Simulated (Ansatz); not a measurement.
`C=[C]([GaH2])[InH2]` + H–F → `[F][GaH2]` + `C=[CH][InH2]` at 600 K and 1 bar (ligand exchange at a Ga–C bond).

Program: Ansatz. Geometries: PBE0-D4/def2-TZVP. ΔE: electronic, gas phase. CBS: MP2 limit from def2 TZ/QZ plus the TZ coupled-cluster correction, frozen cores. This one scheme is used for every species. def2 core potentials past Kr. For Ga, In outer-core shells are correlated without core-valence functions, which leaves a few kJ/mol of doubt a bond. Scalar relativity is left out up to krypton.

| species | CCSD(T)/CBS energy (Eh) | H − E (kJ/mol) | S (J/(mol·K)) |
| --- | --- | --- | --- |
| `C=[C]([GaH2])[InH2]` | -2193.38903 | 214.0 | 478.9 |
| H–F | -100.39570 | 42.3 | 194.0 |
| `[F][GaH2]` | -2024.95631 | 68.4 | 292.7 |
| `C=[CH][InH2]` | -268.86241 | 186.1 | 379.4 |

H − E and S are ideal-gas, rigid-rotor, harmonic terms from PBE0-D4/def2-TZVP. 1 Eh = 2625.50 kJ/mol, R = 8.31446 J/(mol·K).

Q: By hand: ΔE, ΔH, ΔS and ΔG.

A: ΔE = (-2024.95631) + (-268.86241) − (-2193.38903) − (-100.39570) = -0.03399 Eh = -89.2 kJ/mol. Δ(H − E) = 68.4 + 186.1 − 214.0 − 42.3 = -1.8, so ΔH = -91.0 kJ/mol. ΔS = 292.7 + 379.4 − 478.9 − 194.0 = -0.8 J/(mol·K). ΔG = -91.0 − 600 × (-0.8)/1000 = -90.5 kJ/mol.

Q: By hand: the equilibrium constant, and the temperature at which ΔG would vanish if ΔH and ΔS stayed fixed.

A: log₁₀ K = −ΔG/(RT ln 10) = 7.9. ΔG = 0 at ΔH/ΔS = 113750 K, far beyond where these terms or the molecules hold.

The number of gas molecules stays the same, so ΔS is small and ΔH decides. A doubt of 5 kJ/mol in ΔE shifts log₁₀ K by 0.4 here. These are equilibria of isolated gas molecules and say nothing of rates. Largest T1 diagnostic: 0.014 (customary marks: 0.02 for closed shells, 0.045 for open ones).
